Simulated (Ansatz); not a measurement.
```json
{"atom": "H", "x (Å)": "0.0000", "y (Å)": "0.0000", "z (Å)": "1.1000"}
{"atom": "C", "x (Å)": "0.0000", "y (Å)": "0.0000", "z (Å)": "0.0000"}
{"atom": "C", "x (Å)": "1.4560", "y (Å)": "0.0000", "z (Å)": "-0.4701"}
{"atom": "C", "x (Å)": "-0.7280", "y (Å)": "1.2609", "z (Å)": "-0.4701"}
{"atom": "C", "x (Å)": "-0.7280", "y (Å)": "-1.2609", "z (Å)": "-0.4701"}
{"atom": "H", "x (Å)": "1.4865", "y (Å)": "0.0000", "z (Å)": "-1.5597"}
{"atom": "H", "x (Å)": "1.9601", "y (Å)": "0.8898", "z (Å)": "-0.0931"}
{"atom": "H", "x (Å)": "1.9601", "y (Å)": "-0.8898", "z (Å)": "-0.0931"}
{"atom": "H", "x (Å)": "-0.7432", "y (Å)": "1.2873", "z (Å)": "-1.5597"}
{"atom": "H", "x (Å)": "-1.7507", "y (Å)": "1.2526", "z (Å)": "-0.0931"}
{"atom": "H", "x (Å)": "-0.2094", "y (Å)": "2.1424", "z (Å)": "-0.0931"}
{"atom": "H", "x (Å)": "-0.7432", "y (Å)": "-1.2873", "z (Å)": "-1.5597"}
{"atom": "H", "x (Å)": "-0.2094", "y (Å)": "-2.1424", "z (Å)": "-0.0931"}
{"atom": "H", "x (Å)": "-1.7507", "y (Å)": "-1.2526", "z (Å)": "-0.0931"}
```

Basis set: cc-pVDZ (spherical functions). Correlated methods keep 4 orbitals frozen. Charge 0, multiplicity 1.

Computed with Ansatz (development build ahead of 0.2.0); each method stands on the lowest determinant of its kind that the runs found. Restricted open shells among the atoms or ions are ROHF, correlated in semicanonical orbitals with singles.

The atomization energy at this shape (free ground-state atoms in the same class of orbitals less the molecule, no zero-point energy) of singlet C4H10:

| method | atomization energy |
| --- | --- |
| RHF-MP2 | 1226.81 kcal/mol |

Task: What does RHF give?

Result: 995.70 kcal/mol.
